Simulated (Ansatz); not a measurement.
Cartesian coordinates in Å:
```
N -0.849 1.327 -1.143
Si 0.204 0.182 -0.435
O 1.575 -0.008 -1.355
Si -0.967 -1.852 -0.313
Si 0.774 0.992 1.696
H -0.642 2.312 -1.104
H -1.385 1.098 -1.964
H 2.234 -0.630 -1.040
H -1.636 -2.157 -1.610
H -0.032 -2.971 -0.007
H -2.005 -1.811 0.753
H -0.365 0.859 2.645
H 1.930 0.231 2.249
H 1.164 2.430 1.628
```

The species carries charge 0 and has multiplicity 1.

(1) List the ωB97M-V/def2-TZVPP orbital energies in eV (the Gaussian-basis code of Ansatz). (Estimate.)

Results:

(1) Computed: Occupied: -1807.44, -1806.61, -1806.61, -526.07, -394.27, -148.39, -147.74, -147.74, -102.52, -102.50, -102.50, -101.85, -101.85, -101.85, -101.85, -101.84, -101.84, -30.78, -26.62, -18.81, -17.65, -17.42, -16.37, -15.50, -13.84, -12.74, -12.26, -12.05, -11.98, -11.80, -11.15, -10.31, -9.19. Lowest empty: 1.24, 1.66, 2.19, 2.48, 2.85, 2.99, 3.20, 3.27.
